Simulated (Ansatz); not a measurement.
`C=CCS[SiH3]`, relaxed with RKS PBE-D4/def2-SVP in Ansatz from a rough embedded geometry. The force threshold is 0.03 eV/Å; the program also tests the step.

The species carries charge 0 and has multiplicity 1.

Start:

```xyz
13

C    -0.543    0.612   -1.891
C    -1.167    0.435   -0.781
C    -0.691    0.907    0.533
S    -0.556   -0.444    1.789
Si    1.335   -1.358    1.207
H     0.492    1.098   -1.948
H    -0.891    0.230   -2.834
H    -2.126   -0.062   -0.765
H     0.250    1.530    0.496
H    -1.458    1.637    0.956
H     1.253   -1.943   -0.154
H     1.687   -2.348    2.232
H     2.414   -0.295    1.160
```

```
         step  energy (eV)  largest force (eV/Å)  largest move (Å)
            1  -21932.6249                 3.595             0.000
            2  -21932.8416                 0.845             0.099
            3  -21932.8714                 0.534             0.112
            4  -21932.8835                 0.322             0.100
            5  -21932.8916                 0.109             0.047
            6  -21932.8967                 0.055             0.082
            7  -21932.8987                 0.064             0.081
            8  -21932.9007                 0.066             0.089
            9  -21932.9018                 0.116             0.117
           10  -21932.9033                 0.080             0.025
11 (rejected)  -21932.9032                 0.252             0.050
           12  -21932.9046                 0.036             0.025
13 (rejected)  -21932.9040                 0.052             0.033
           14  -21932.9049                 0.011             0.016
```

End:

```xyz
13

C    -0.305    0.564   -1.800
C    -1.085    0.420   -0.712
C    -0.776    1.004    0.629
S    -0.468   -0.306    1.918
Si    1.222   -1.316    1.034
H     0.622    1.161   -1.768
H    -0.567    0.093   -2.760
H    -1.999   -0.197   -0.770
H     0.097    1.688    0.590
H    -1.639    1.569    1.039
H     0.880   -2.156   -0.166
H     1.738   -2.204    2.131
H     2.281   -0.320    0.635
```

Run time 17 s (4 threads of an Arm Neoverse V2 on a shared host); peak host memory 0.17 GiB.
